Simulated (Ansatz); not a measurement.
The same path of GeH₄O (6 atoms, charge 0, multiplicity 1) was run twice with different band settings. Lost on the way: Ge1–H4. Made: O2–H4.

The calculation used Ansatz 0.2.0, RKS PBE0-D4/def2-mTZVP.

Relaxed end points:

```xyz
6
Properties=species:S:1:pos:R:3
Ge 0.317 -0.018 0.052
O 0.660 -0.113 1.803
H -0.138 -0.174 2.339
H 1.702 0.054 -0.599
H -0.515 1.242 -0.261
H -0.453 -1.273 -0.408
```

```xyz
6
Properties=species:S:1:pos:R:3
Ge 0.036 0.293 -0.788
O 1.058 0.160 1.201
H 0.417 -0.270 1.783
H 1.787 -0.467 1.110
H -1.085 1.114 0.001
H -0.639 -1.110 -0.380
```

Common settings: movable images 7; climbing image yes; optimiser quadratic models (default); start path through a guess of the saddle point; force threshold 0.05 eV/Å; iteration limit 60; end points relaxed.

| run | spring |
| --- | --- |
| 1 | 5.0 eV/Å² |
| 2 | 50.0 eV/Å² |

Q: What does each run give, and how far can it be trusted?

A: Run 1: converged after 11 iterations, highest image 2.621 eV above the first end. Beside the main top the profile has a ripple of under 15 meV (maxima at images 1, 5), which may be a very shallow well or noise. Neighbouring images differ by up to 1.3 eV, so the band resolves the path poorly. A vibrational analysis at the climbing image gives one clearly imaginary mode, 1499i cm⁻¹: a first-order saddle point.
Run 2: converged after 13 iterations, highest image 2.621 eV above the first end. Beside the main top the profile has a ripple of under 15 meV (maxima at images 1, 5), which may be a very shallow well or noise. Neighbouring images differ by up to 1.3 eV, so the band resolves the path poorly. Another band between the same ends (7 images) ends at a top of the same energy, where a vibrational analysis finds 1 clearly imaginary mode.
The orbitals stay closed-shell, which can raise the energy where a bond breaks towards radicals; this wasn't checked here.
